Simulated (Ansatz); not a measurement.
Frontier orbitals of CH₄BrFSn (`F[CH2][SnH2][Br]`).

Z-matrix (Å, degrees):
```
C
Sn 1 2.165
F 1 1.380 2 110.1
H 1 1.092 2 109.4 3 -119.7
H 1 1.094 2 110.3 3 120.0
Br 2 2.485 1 106.2 3 86.0
H 2 1.706 1 111.9 3 -158.6
H 2 1.701 1 112.0 3 -30.4
```

Charge 0, multiplicity 1. Correlated methods include outer-core shells of Br, Sn, which these sets cover unevenly. Scalar relativity is left out up to krypton. Sn takes the def2 core potential. The structure was optimised at the PBE0-D4/def2-TZVP level. It is one conformer, not always the lowest. Basis def2-TZVPP, Ansatz.

```
functional  HOMO (eV)  LUMO (eV)  gap (eV)
       PBE      -6.71      -1.79      4.92
      PBE0      -7.99      -0.95      7.04
   r2SCANh      -7.48      -1.22      6.26
   r2SCAN0      -8.19      -0.79      7.40
     BHLYP      -9.13      -0.14      8.99
   LC-ωPBE     -10.64       1.12     11.76
   ωB97M-V     -10.16       0.75     10.91
```

Against PBE, PBE0 changes HOMO and LUMO by −1.28 and +0.84 eV, ωB97M-V by −3.45 and +2.54 eV. A gap of 4.92 eV thus becomes 10.91 eV for the same molecule, so an orbital gap means little without its functional. A positive LUMO is unbound and depends on the basis.

LC-ωPBE has ω = 0.4 bohr⁻¹.
